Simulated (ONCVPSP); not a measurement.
## Which change was made? (Ta, ONCV)

```
Element                 : Ta (Z = 73)
Generator               : ONCVPSP 4.0.1
Type                    : optimised norm-conserving Vanderbilt (ONCV)
Functional              : PW91
Relativity              : scalar-relativistic
Frozen core             : [Kr] 4d10 4f14
Valence charge          : 13
Reference configuration : 5s2 5p6 5d3 6s1 (charge +1)
Partial waves           : 5s+6s: rc 1.90 bohr, ncon 4, nbas 8, qcut 7.7 1/bohr, 2 projectors; 5p: rc 1.35 bohr, ncon 5, nbas 8, qcut 5.6 1/bohr, 2 projectors, debl 0.7 Ha; 5d: rc 2.90 bohr, ncon 3, nbas 8, qcut 4.5 1/bohr, 2 projectors, debl 3.2 Ha
Local potential         : polynomial inside 0.85 bohr (lpopt 5, dvloc0 -1 Ha)
Core correction         : polynomial model core, fcfact 0.35
```

In the p channel the program set the typed energies aside and used -1.716, 0.250 Ha.

Cutoffs, loose and tight: the cutoffs (Ha) at which the residual kinetic energy of the hardest occupied pseudo-wave falls to 1 and 0.1 mHa per electron. They do not see the model core or the augmentation charge, which bear on the density cutoff. Test errors are all-electron minus pseudo excitation energies from the reference, over the configurations 5s2 5p6 5d3 6s2; 5s2 5p6 5d3 6s0; 5s2 5p6 5d2 6s0; 5s2 5p6 5d1 6s0; variants that change the core or the reference have their own tests.

The base gives: outcome: generated, projector energies reset by the program; cutoff, loose: 90 Ha; cutoff, tight: 107 Ha; bound ghosts: s; GHOST(+) flags above zero: p, d; largest test error (meV): +245.

**Question.** After one change the result is: outcome: generated, projector energies reset by the program; cutoff, loose: 90 Ha; cutoff, tight: 107 Ha; bound ghosts: s; GHOST(+) flags above zero: p, d; largest test error (meV): +343. Which change was it?
A. all radii but the core radius scaled by about 1.13 (s 2.16, p 1.54, d 3.28 bohr); local potential polynomial inside 0.96 bohr (lpopt 5, dvloc0 -1 Ha)
B. local potential polynomial inside 1.15 bohr (lpopt 5, dvloc0 0 Ha)
C. s: qcut 5.1; p: qcut 3.7; d: qcut 3
D. core [Kr] 4d10 4f14 5s2, valence charge 11; reference 5p6 5d3.5 6s1.5; waves now 6s: rc 2.90 bohr, ncon 4, nbas 8, qcut 1.9 1/bohr, 3 projectors, debl 2.2 Ha; 5p: rc 1.50 bohr, ncon 4, nbas 8, qcut 6.3 1/bohr, 1 projector; 5d: rc 1.70 bohr, ncon 5, nbas 8, qcut 5.9 1/bohr, 2 projectors, debl 2.9 Ha; local potential polynomial inside 1.30 bohr (lpopt 5, dvloc0 -1 Ha)
E. core correction Teter function, fcfact 4.25, rcfact 1.25

**Answer.** E. The others give: core [Kr] 4d10 4f14 5s2, valence charge 11; reference 5p6 5d3.5 6s1.5; waves now 6s: rc 2.90 bohr, ncon 4, nbas 8, qcut 1.9 1/bohr, 3 projectors, debl 2.2 Ha; 5p: rc 1.50 bohr, ncon 4, nbas 8, qcut 6.3 1/bohr, 1 projector; 5d: rc 1.70 bohr, ncon 5, nbas 8, qcut 5.9 1/bohr, 2 projectors, debl 2.9 Ha; local potential polynomial inside 1.30 bohr (lpopt 5, dvloc0 -1 Ha) → outcome: generated; cutoff, loose: 20 Ha; cutoff, tight: 82 Ha; bound ghosts: s; GHOST(+) flags above zero: s; largest test error (meV): +50 | s: qcut 5.1; p: qcut 3.7; d: qcut 3 → outcome: generated, projector energies reset by the program; cutoff, loose: 92 Ha; cutoff, tight: 108 Ha; bound ghosts: s; GHOST(+) flags above zero: p, d; largest test error (meV): +1023 | local potential polynomial inside 1.15 bohr (lpopt 5, dvloc0 0 Ha) → outcome: generated, projector energies reset by the program; cutoff, loose: 90 Ha; cutoff, tight: 107 Ha; bound ghosts: none; GHOST(+) flags above zero: s, d; largest test error (meV): +245 | all radii but the core radius scaled by about 1.13 (s 2.16, p 1.54, d 3.28 bohr); local potential polynomial inside 0.96 bohr (lpopt 5, dvloc0 -1 Ha) → outcome: generated, projector energies reset by the program; cutoff, loose: 67 Ha; cutoff, tight: 81 Ha; bound ghosts: s; GHOST(+) flags above zero: p, d; largest test error (meV): +482.
